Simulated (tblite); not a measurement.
C5H7Br (charge -1 and doublet state).
Numbering: `[CH3:1][CH-:2][CH:3]/[CH:4]=[CH:5]\[Br:6]` (hydrogens: H7, H8, H9 on C1; H10 on C2; H11 on C3; H12 on C4; H13 on C5)
Bond orders are those of one Lewis drawing.

Computed with GFN2-xTB (tblite), gas phase: L-BFGS steps from a force-field or distance-geometry start until the largest atomic force falls under 0.01 eV/Å.

Step 57: E = -502.5994 eV
```
atom  x, y, z in Å  |  force x, y, z in eV/Å
C1     -2.3376    0.0011   -0.0789   -0.064  -0.009   0.083
C2     -0.9792   -0.5495    0.2221   -0.059   0.029  -0.019
C3      0.1851    0.1460    0.0206   -0.149   0.125   0.031
C4      1.4741   -0.3593    0.1860   -0.029  -0.058   0.033
C5      2.6694    0.3558    0.2093    0.061   0.013  -0.046
Br6     2.8210    1.9670   -0.9600    0.024  -0.079   0.046
H7     -3.1012   -0.4584    0.5582    0.041   0.037   0.020
H8     -2.6481   -0.1803   -1.1172    0.012  -0.024  -0.083
H9     -2.3679    1.0796    0.0791    0.011   0.063  -0.010
H10    -0.9568   -1.5712    0.5775    0.096  -0.087  -0.047
H11     0.0891    1.1835   -0.2991    0.041  -0.103   0.000
H12     1.5437   -1.4122    0.4695    0.083   0.038   0.011
H13     3.6041   -0.2015    0.1151   -0.067   0.056  -0.020
```

Step 58: E = -502.6019 eV
```
atom  x, y, z in Å  |  force x, y, z in eV/Å
C1     -2.3389   -0.0012   -0.0765   -0.071   0.039   0.033
C2     -0.9799   -0.5521    0.2167   -0.033   0.023   0.006
C3      0.1817    0.1517    0.0309   -0.064  -0.017   0.009
C4      1.4732   -0.3580    0.1871   -0.053   0.031   0.028
C5      2.6674    0.3608    0.2081    0.007  -0.033  -0.010
Br6     2.8352    1.9580   -0.9803    0.005  -0.075   0.043
H7     -3.0997   -0.4524    0.5687    0.027   0.015   0.010
H8     -2.6531   -0.1845   -1.1141   -0.007  -0.049  -0.053
H9     -2.3669    1.0787    0.0726    0.028   0.062   0.009
H10    -0.9547   -1.5809    0.5539    0.095  -0.051  -0.049
H11     0.0853    1.1891   -0.2820    0.038  -0.047   0.002
H12     1.5433   -1.4126    0.4657    0.078   0.061   0.007
H13     3.6028   -0.1962    0.1314   -0.051   0.041  -0.034
```

Question: Estimate the geometry and energy of step 59. (The exact step hangs on the optimiser's Hessian estimate; all steps are aligned on step 58, rigid shifts and turns removed.)

Answer: E = -502.6035 eV, largest force 0.095 eV/Å
```
atom  x, y, z in Å  |  force x, y, z in eV/Å
C1     -2.3404   -0.0016   -0.0748   -0.050   0.061  -0.013
C2     -0.9813   -0.5528    0.2135   -0.020  -0.015   0.026
C3      0.1784    0.1546    0.0360    0.025  -0.074  -0.009
C4      1.4710   -0.3571    0.1882   -0.062   0.070   0.014
C5      2.6644    0.3634    0.2057   -0.001  -0.056   0.030
Br6     2.8422    1.9503   -0.9898   -0.005  -0.049   0.025
H7     -3.0967   -0.4491    0.5766   -0.007   0.006   0.005
H8     -2.6557   -0.1877   -1.1127   -0.025  -0.053  -0.014
H9     -2.3653    1.0795    0.0691    0.028   0.042   0.015
H10    -0.9502   -1.5867    0.5382    0.072  -0.013  -0.052
H11     0.0842    1.1919   -0.2736    0.027  -0.008   0.003
H12     1.5440   -1.4121    0.4638    0.064   0.061   0.013
H13     3.6010   -0.1923    0.1420   -0.046   0.028  -0.043
```

The energy changes by -0.0016 eV. The first-order estimate −F·Δx gives -0.0023 eV and the mean of the old and new forces, exact on a quadratic surface, -0.0017 eV. The step makes an angle of 73° with the force vector and moves no atom by more than 0.017 Å.

The cost below is that of the whole relaxation. Hardware: an Arm Neoverse V1 with one thread, shared host. Cost: 0.62 s.
